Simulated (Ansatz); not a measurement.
`NCBCl` + CH₃SH → `CSBCl` + CH₃NH₂  (ligand exchange at a B–C bond)

Computed with Ansatz on PBE0-D4/def2-TZVP structures; ΔE is electronic, products minus reactants. CCSD(T)/CBS adds triple-zeta CCSD(T) − MP2 to the extrapolated MP2 energy (def2 sets, frozen cores). This one scheme is used for every species. Functionals use def2-TZVPP. HSE06 is defined as in plane-wave codes. One conformer a species, not always the lowest.

| level | ΔE (eV) |
| --- | --- |
| revPBE-D4 | -0.90 |
| BLYP | -0.87 |
| r2SCAN | -0.89 |
| r2SCANh | -0.88 |
| HSE06 | -0.87 |
| BHLYP | -0.81 |
| LC-ωPBE | -0.81 |
| HF/def2-QZVPP | -0.76 |

What does CCSD(T)/CBS give? (Best estimate.)

Computed: -0.85 eV. The listed levels differ from it by -0.05, -0.02, -0.04, -0.03, -0.02, 0.04, 0.04, 0.09 eV.

Largest T1 diagnostic among the species: 0.013.

From BLYP to BHLYP (50 % exact exchange), in def2-TZVPP and without D4, ΔE moves by +0.06 eV. Leaving LDA and LC-ωPBE aside and taking each functional with its dispersion term where it has one, the values, not all of them listed here, spread over 0.09 eV, from revPBE-D4 to CAM-B3LYP-D4. LDA lies +0.05 eV from PBE without D4. At CCSD(T), def2-SVP lies −0.07 eV from the extrapolated value and def2-TZVPP −0.00 eV.
